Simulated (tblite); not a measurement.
C5H6O2Si.
SMILES with atom numbers: `[CH3:1][SiH:2]1[C:3](=[O:4])[CH:5]=[CH:6][C:7]1=[O:8]` (hydrogens: H9, H10, H11 on C1; H12 on Si2; H13 on C5; H14 on C6)

Computed geometry: GFN2-xTB, gas phase.

Some entries are withheld. Bonds in one row agree within 0.01 Å.

| coordinate | value |
| --- | --- |
| C1–Si2 | ? |
| Si2–C3, Si2–C7 | 1.937 Å |
| C3=O4, C7=O8 | 1.210 Å |
| C3–C5, C6–C7 | ? |
| C5=C6 | ? |
| C1–H9, C1–H10, C1–H11 | 1.087 Å |
| Si2–H12 | 1.464 Å |
| C5–H13, C6–H14 | 1.081 Å |
| C1–Si2–C3 | 116.3° |
| C3–Si2–C7 | ? |
| Si2–C3–O4 | 128.2° |
| Si2–C3–C5 | ? |
| O4–C3–C5 | 125.0° |
| C3–C5–C6 | ? |

Estimate the withheld lengths and angles.

- C1–Si2 = 1.889 Å, drawn single (Si-methyl carbon to SiH silicon); 0.02 Å above the sum of covalent radii, 1.87 Å.
- C3–C5, C6–C7 = 1.473 Å, drawn single (carbonyl carbon to alkene CH carbon); 0.01 Å above the sum of covalent radii, 1.46 Å.
- C5=C6 = 1.340 Å, drawn double (both ends alkene CH carbon); 0.12 Å below the sum of covalent radii, 1.46 Å.
- C3–Si2–C7 = 86.8°, at the SiH silicon, inside a 5-membered ring; the outer atoms are 2.660 Å apart.
- Si2–C3–C5 = 106.8°, at the carbonyl carbon, inside a 5-membered ring; the outer atoms are 2.751 Å apart.
- C3–C5–C6 = 116.6°, at the alkene CH carbon, inside a 5-membered ring; the outer atoms are 2.394 Å apart.

Radii are Cordero's, carbon taken as 0.76, 0.73 or 0.69 Å for four, three, and two or fewer neighbours.

Its GFN2-xTB frequencies are all real (lowest 44 cm⁻¹). One conformer, not necessarily the lowest (C1–Si2–C3–O4 37°, Si2–C3–C5–C6 18°, C5–C6–C7–O8 159°, C1–Si2–C7–C6 140°). 2 starts were optimised and ended at 0.00 and 0.23 kcal/mol (GFN2-xTB); the lowest of these is shown.

Hardware: one thread of an Arm Neoverse N1 (shared host). Cost: 0.86 s. This is the geometry optimisation.
